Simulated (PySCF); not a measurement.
HB, charge -1, doublet, at the geometry of the source list (a state made from the parent by changing its charge; the spin is typed, not shown lowest) (in this run its highest filled SCF level lies above zero, so its values depend strongly on the basis, on diffuse functions most of all); SVWN5/cc-pVTZ (PySCF).

The PySCF input:
```python
from pyscf import gto, scf, dft

mol = gto.Mole()
mol.atom = '''
    B     0.32270000    0.09790000   -0.47190000
    H    -0.32270000   -0.09790000    0.47190000
'''
mol.basis = 'cc-pvtz'
mol.charge = -1
mol.spin = 1
mol.verbose = 4
mol.symmetry = True
mol.symmetry_subgroup = 'C2v'
mol.build()

mf = dft.UKS(mol)
mf.xc = 'lda,vwn'
mf.kernel()
mf.analyze()
```

What the program printed (banner, timings and long lists left out):

```
PySCF version 2.14.0

[INPUT] verbose = 4
[INPUT] num. atoms = 2
[INPUT] num. electrons = 7
[INPUT] charge = -1
[INPUT] spin (= nelec alpha-beta = 2S) = 1
[INPUT] symmetry True subgroup C2v
[INPUT] Mole.unit = angstrom
[INPUT] Symbol           X                Y                Z      unit          X                Y                Z       unit  Magmom
[INPUT]  1 B      0.322700000000   0.097900000000  -0.471900000000 AA    0.609814620397   0.185004187595  -0.891761758182 Bohr   0.0
[INPUT]  2 H     -0.322700000000  -0.097900000000   0.471900000000 AA   -0.609814620397  -0.185004187595   0.891761758182 Bohr   0.0

nuclear repulsion = 2.2809046917245
point group symmetry = Coov, use subgroup C2v
symmetry origin: [ 0.40654308  0.12333613 -0.59450784]
symmetry axis x: [0.         0.97915097 0.20313388]
symmetry axis y: [ 0.83093359 -0.11301793  0.5447718 ]
symmetry axis z: [-0.55637161 -0.16879077  0.81360943]
num. orbitals of irrep A1 = 20
num. orbitals of irrep A2 = 4
num. orbitals of irrep B1 = 10
num. orbitals of irrep B2 = 10
number of shells = 15
number of NR pGTOs = 58
number of NR cGTOs = 44
basis = cc-pvtz
ecp = {}

******** <class 'pyscf.dft.uks_symm.SymAdaptedUKS'> ********
method = SymAdaptedUKS
initial guess = minao
damping factor = 0
level_shift factor = 0
DIIS = <class 'pyscf.scf.diis.CDIIS'>
diis_start_cycle = 1
diis_space = 8
diis_damp = 0
SCF conv_tol = 1e-09
SCF conv_tol_grad = None
SCF max_cycles = 50
direct_scf = True
direct_scf_tol = 1e-13
number electrons alpha = 4  beta = 3
XC library pyscf.dft.libxc version 7.1.2
    S. Lehtola, C. Steigemann, M. J. T. Oliveira, and M. A. L. Marques,  SoftwareX 7, 1–5 (2018)
XC functionals = lda,vwn
    P. A. M. Dirac,  Math. Proc. Cambridge Philos. Soc. 26, 376 (1930)
    F. Bloch,  Z. Phys. 57, 545 (1929)
    S. H. Vosko, L. Wilk, and M. Nusair,  Can. J. Phys. 58, 1200 (1980)
radial grids:
    Treutler-Ahlrichs [JCP 102, 346 (1995); DOI:10.1063/1.469408] (M4) radial grids

becke partition: Becke, JCP 88, 2547 (1988); DOI:10.1063/1.454033
pruning grids: <function nwchem_prune>
grids dens level: 3
symmetrized grids: True
atomic radii adjust function: <function treutler_atomic_radii_adjust>
small_rho_cutoff = 0
Freeze 0 electrons in irreps []
    7 free electrons in irreps A1 A2 B1 B2
Set gradient conv threshold to 3.16228e-05
tot grids = 23856
init E= -24.9065444172739

cycle= 1 E= -24.9251979233419  delta_E= -0.0187  |g|= 0.204  |ddm|= 0.768
cycle= 2 E= -24.9075020656694  delta_E= 0.0177  |g|= 0.257  |ddm|=  1.5
cycle= 3 E= -24.9751394943932  delta_E= -0.0676  |g|= 0.00864  |ddm|= 0.865
cycle= 4 E= -24.9751847432088  delta_E= -4.52e-05  |g|= 0.00145  |ddm|= 0.0163
cycle= 5 E= -24.9751862227747  delta_E= -1.48e-06  |g|= 0.000359  |ddm|= 0.0042
cycle= 6 E= -24.9751863432277  delta_E= -1.2e-07  |g|= 0.000115  |ddm|= 0.00196
cycle= 7 E= -24.9751863562005  delta_E= -1.3e-08  |g|= 7.76e-06  |ddm|= 0.000613
cycle= 8 E= -24.9751863562536  delta_E= -5.31e-11  |g|= 1.05e-06  |ddm|= 1.57e-05
Extra cycle  E= -24.9751863562538  delta_E= -2.42e-13  |g|= 1.09e-06  |ddm|= 9.25e-06
converged SCF energy = -24.9751863562538  <S^2> = 0.75183091  2S+1 = 2.0018301
**** SCF Summaries ****
Total Energy =                         -24.975186356253847
Nuclear Repulsion Energy =               2.280904691724496
One-electron Energy =                  -39.243416620039355
Two-electron Energy =                   11.987325572061010
Two-electron Coulomb Energy =           16.161073292940301
DFT Exchange-Correlation Energy =       -4.173747720879291
Wave-function symmetry = B1
alpha occupancy for each irrep:     A1   A2   B1   B2
                                     3    0    1    0
beta  occupancy for each irrep:     A1   A2   B1   B2
                                     3    0    0    0
**** MO energy ****
alpha MO #1 (A1 #1), energy= -6.19222486681353 occ= 1
alpha MO #2 (A1 #2), energy= -0.166351591822067 occ= 1
alpha MO #3 (A1 #3), energy= 0.0704634719733921 occ= 1
alpha MO #4 (B1 #1), energy= 0.123405658128945 occ= 1
alpha MO #5 (B2 #1), energy= 0.127748652800952 occ= 0
alpha MO #6 (A1 #4), energy= 0.308165757892153 occ= 0
alpha MO #7 (A1 #5), energy= 0.330985520917522 occ= 0
alpha MO #8 (B1 #2), energy= 0.383831501457818 occ= 0
alpha MO #9 (B2 #2), energy= 0.390890470158425 occ= 0
alpha MO #10 (A1 #6), energy= 0.430231916867472 occ= 0
alpha MO #11 (B2 #3), energy= 0.596453011858433 occ= 0
alpha MO #12 (B1 #3), energy= 0.596809762679634 occ= 0
alpha MO #13 (A2 #1), energy= 0.610122421648439 occ= 0
alpha MO #14 (A1 #7), energy= 0.613621132275563 occ= 0
alpha MO #15 (A1 #8), energy= 0.639609605737502 occ= 0
alpha MO #16 (A1 #9), energy= 0.875169618064384 occ= 0
alpha MO #17 (B2 #4), energy= 1.13210008460008 occ= 0
alpha MO #18 (B1 #4), energy= 1.13242716208739 occ= 0
alpha MO #19 (A1 #10), energy= 1.36527953484054 occ= 0
alpha MO #20 (B1 #5), energy= 1.44138223755594 occ= 0
alpha MO #21 (B2 #5), energy= 1.44746149400342 occ= 0
alpha MO #22 (A1 #11), energy= 1.62078309576496 occ= 0
alpha MO #23 (A2 #2), energy= 1.90313371700687 occ= 0
alpha MO #24 (A1 #12), energy= 1.90504207482196 occ= 0
alpha MO #25 (B1 #6), energy= 1.92079588455138 occ= 0
alpha MO #26 (B2 #6), energy= 1.92122766507545 occ= 0
alpha MO #27 (B1 #7), energy= 1.98341138969707 occ= 0
alpha MO #28 (B2 #7), energy= 1.98530963642178 occ= 0
alpha MO #29 (A1 #13), energy= 1.98794727963349 occ= 0
alpha MO #30 (A2 #3), energy= 2.00987942714028 occ= 0
alpha MO #31 (A1 #14), energy= 2.01327680908229 occ= 0
alpha MO #32 (A1 #15), energy= 2.21875215694481 occ= 0
alpha MO #33 (B2 #8), energy= 2.25218636822719 occ= 0
alpha MO #34 (B1 #8), energy= 2.25286755698358 occ= 0
alpha MO #35 (A1 #16), energy= 3.05680632979385 occ= 0
alpha MO #36 (A2 #4), energy= 3.66135707501646 occ= 0
alpha MO #37 (A1 #17), energy= 3.66181811067117 occ= 0
alpha MO #38 (B2 #9), energy= 4.01221575171336 occ= 0
alpha MO #39 (B1 #9), energy= 4.01420037096942 occ= 0
alpha MO #40 (A1 #18), energy= 4.39261748404119 occ= 0
alpha MO #41 (B2 #10), energy= 4.49597044843575 occ= 0
alpha MO #42 (B1 #10), energy= 4.49714517117273 occ= 0
alpha MO #43 (A1 #19), energy= 4.66484542811774 occ= 0
alpha MO #44 (A1 #20), energy= 5.74267266803363 occ= 0
beta  MO #1 (A1 #1), energy= -6.18430929593324 occ= 1
beta  MO #2 (A1 #2), energy= -0.147020228064703 occ= 1
beta  MO #3 (A1 #3), energy= 0.0872247068519334 occ= 1
beta  MO #4 (B2 #1), energy= 0.143344385708923 occ= 0
beta  MO #5 (B1 #1), energy= 0.16673140668155 occ= 0
beta  MO #6 (A1 #4), energy= 0.315314295650171 occ= 0
beta  MO #7 (A1 #5), energy= 0.343126181462777 occ= 0
beta  MO #8 (B2 #2), energy= 0.404560049923231 occ= 0
beta  MO #9 (B1 #2), energy= 0.422183853623824 occ= 0
beta  MO #10 (A1 #6), energy= 0.448663820012828 occ= 0
beta  MO #11 (B2 #3), energy= 0.605002815245496 occ= 0
beta  MO #12 (B1 #3), energy= 0.624097522393855 occ= 0
beta  MO #13 (A1 #7), energy= 0.639096843778456 occ= 0
beta  MO #14 (A2 #1), energy= 0.641632521935063 occ= 0
beta  MO #15 (A1 #8), energy= 0.655256413060559 occ= 0
beta  MO #16 (A1 #9), energy= 0.888486651712101 occ= 0
beta  MO #17 (B2 #4), energy= 1.13758677459593 occ= 0
beta  MO #18 (B1 #4), energy= 1.15064004894858 occ= 0
beta  MO #19 (A1 #10), energy= 1.38305357701059 occ= 0
beta  MO #20 (B2 #5), energy= 1.46502102820262 occ= 0
beta  MO #21 (B1 #5), energy= 1.49058199890534 occ= 0
beta  MO #22 (A1 #11), energy= 1.63266816799899 occ= 0
beta  MO #23 (A1 #12), energy= 1.93136779471446 occ= 0
beta  MO #24 (A2 #2), energy= 1.93220346536134 occ= 0
beta  MO #25 (B1 #6), energy= 1.96140978740476 occ= 0
beta  MO #26 (B2 #6), energy= 1.96148248217303 occ= 0
beta  MO #27 (B2 #7), energy= 1.99840266351763 occ= 0
beta  MO #28 (A1 #13), energy= 2.00898646083725 occ= 0
beta  MO #29 (B1 #7), energy= 2.02157779209757 occ= 0
beta  MO #30 (A2 #3), energy= 2.05463412889753 occ= 0
beta  MO #31 (A1 #14), energy= 2.05523916838939 occ= 0
beta  MO #32 (A1 #15), energy= 2.23671034744479 occ= 0
beta  MO #33 (B2 #8), energy= 2.26243469666063 occ= 0
beta  MO #34 (B1 #8), energy= 2.2844444373532 occ= 0
beta  MO #35 (A1 #16), energy= 3.06557865728355 occ= 0
beta  MO #36 (A2 #4), energy= 3.66984885892272 occ= 0
beta  MO #37 (A1 #17), energy= 3.67003593774112 occ= 0
beta  MO #38 (B2 #9), energy= 4.01314487209272 occ= 0
beta  MO #39 (B1 #9), energy= 4.02192630293847 occ= 0
beta  MO #40 (A1 #18), energy= 4.40237542987142 occ= 0
beta  MO #41 (B2 #10), energy= 4.5001031004735 occ= 0
beta  MO #42 (B1 #10), energy= 4.51265211367429 occ= 0
beta  MO #43 (A1 #19), energy= 4.67309067709587 occ= 0
beta  MO #44 (A1 #20), energy= 5.75736729352416 occ= 0
 ** Mulliken pop alpha/beta on meta-lowdin orthogonal AOs **
 ** Mulliken pop       alpha | beta **
In total             4.00000 | 3.00000
 ** Mulliken atomic charges   ( Nelec_alpha | Nelec_beta ) **
charge of  0B =     -0.96429  (     3.48906      2.47524 )
charge of  1H =     -0.03571  (     0.51094      0.52476 )

WARN: System has nonzero charge -1; the dipole moment is origin-dependent.
Location of origin: [0. 0. 0.]

Dipole moment(X, Y, Z, Debye): -2.39894, -0.72779,  3.50809
```
